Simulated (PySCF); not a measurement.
## Tl: excitation energy

Tl [Xe] 4f14 5d10 6s2 6p1 (2P) → Tl [Xe] 4f14 5d10 6s1 6p2 (4P), as a difference of total energies. All numbers are calculated (PySCF 2.14, a scalar-relativistic core potential, in aug-cc-pVQZ-PP with ECP60MDF (7s7p5d3f2g, 92 functions)). Correlated levels: valence: 5s2 5p6 5d10 frozen. The calculations carry no spin-orbit coupling.

| method | excitation energy (eV) |
| --- | --- |
| UHF | 4.301 |
| LDA | 6.478 |
| PBE | 6.216 |
| PBE0 | 5.862 |
| r2SCAN | 5.864 |
| B97-3 | 6.177 |
| wB97M-V | 5.738 |
| MN15 | 6.334 |
| MP2 (valence) | 4.878 |
| SCS-MP2 (valence) | 5.103 |

**Question.** How much does correlation contribute at MP2 (valence)?

**Answer.** 4.878 − (4.301) = 0.577 eV, measured against UHF.

Spin-orbit coupling is strong in these open shells (close to jj coupling). The scalar numbers leave it out and a first-order estimate fails, so it can dominate the gap to the real levels.
